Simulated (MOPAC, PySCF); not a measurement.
C$_{3}$H$_{4}$O, SMILES `C#CCO`, neutral singlet in the gas phase. 

Cartesian coordinates (Å):
```xyz
8

C      1.8601     0.2446    -0.0172
C      0.6993    -0.1029    -0.0364
C     -0.7106    -0.4774    -0.0975
O     -1.6008     0.6229     0.1138
H      2.8871     0.5458     0.0154
H     -0.9415    -1.2053     0.6952
H     -0.9105    -0.9760    -1.0658
H     -1.3121     1.3423    -0.4743
```
Charge 0, spin multiplicity 1.

All levels are single points at this geometry (PBE-D3(BJ)/def2-TZVP); Pople sets use spherical d functions. Orbital energies aren't observables, and empty levels follow the basis.

```tsv
level	HOMO (eV)	LUMO (eV)	gap (eV)	dipole (D)	vertical IE, Delta-SCF (eV)
PBE-D3(BJ)/def2-TZVP in PySCF	-6.48	-0.78	5.70	1.32	9.83
B3LYP/6-311+G** in PySCF	-7.73	-0.37	7.36	1.60	–
BP86/6-31G* in PySCF	-6.11	-0.25	5.85	1.41	–
HF/6-31G* in PySCF	-10.54	4.94	15.48	1.77	9.22
PM6 in MOPAC	-10.71	1.05	11.75	1.84	–
PM7 in MOPAC	-10.78	1.01	11.80	1.76	–
```
